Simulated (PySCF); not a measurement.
A structure optimised at PBE-D3(BJ)/def2-SVP, used in a PySCF frequency run:

```xyz
15

F     -0.6407     1.9017    -0.8799
Si    -0.2816     0.8813     0.3669
C      1.4438     0.1271     0.1767
C      1.1464    -1.2653    -0.4285
C     -0.1295    -1.8266     0.2343
C     -1.2386    -0.7467     0.1931
H     -0.5138     1.6734     1.6227
H      1.8997     0.0227     1.1864
H      2.1416     0.7355    -0.4325
H      2.0015    -1.9640    -0.3133
H      0.9711    -1.1616    -1.5224
H      0.0996    -2.0797     1.2934
H     -0.4529    -2.7727    -0.2484
H     -1.7348    -0.7298    -0.8024
H     -2.0348    -0.9091     0.9462
```

**Question.** Write its SMILES and formula.

**Answer.** F[SiH]1CCCC1, C4H9FSi

**Question.** What are its rotational constants (standard atomic weights)?

**Answer.** 4.5880, 2.3038, 1.8621 GHz
